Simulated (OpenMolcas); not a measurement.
Ru4+ (d4) among equal point charges was computed by CASSCF with the d shell active (OpenMolcas, ANO-RCC-VDZP on the metal). Its lowest spin-free states, and all those of the highest spin:

```json
{"2S+1": "5", "Degeneracy": "1", "E (cm-1)": "0.0"}
{"2S+1": "5", "Degeneracy": "1", "E (cm-1)": "4916"}
{"2S+1": "5", "Degeneracy": "1", "E (cm-1)": "6130"}
{"2S+1": "5", "Degeneracy": "2", "E (cm-1)": "8608"}
{"2S+1": "3", "Degeneracy": "2", "E (cm-1)": "17948"}
{"2S+1": "3", "Degeneracy": "1", "E (cm-1)": "19278"}
{"2S+1": "3", "Degeneracy": "1", "E (cm-1)": "20566"}
{"2S+1": "3", "Degeneracy": "1", "E (cm-1)": "22296"}
{"2S+1": "3", "Degeneracy": "1", "E (cm-1)": "22502"}
{"2S+1": "3", "Degeneracy": "2", "E (cm-1)": "23057"}
{"2S+1": "3", "Degeneracy": "2", "E (cm-1)": "23650"}
{"2S+1": "3", "Degeneracy": "1", "E (cm-1)": "24459"}
```

Q: Is the site octahedral, tetrahedral or cube-like, axial, or of lower symmetry?

A: The states with 2S+1 = 5 have orbital degeneracies 1, 1, 1, 2. There are pairs but no triples, so the site is axial: not cubic, but with a proper or improper axis of order three or more. The run had Ru4+ among 6 point charges of -1.5 e arranged as a tetragonal octahedron (D4h), 1.97 Å from the ion, with the axial distance 2.206 Å.

Without dynamic correlation the repulsion within the d shell is too large (B by tens of per cent), so at a given field states of lower spin stand too high. Point charges give a weaker field than real ligands, and real ions of this kind are as a rule low spin; the high spin found here belongs to the model. Point charges carry no covalency, so the field is a model and not that of real ligands. No measured value stands beside these numbers.
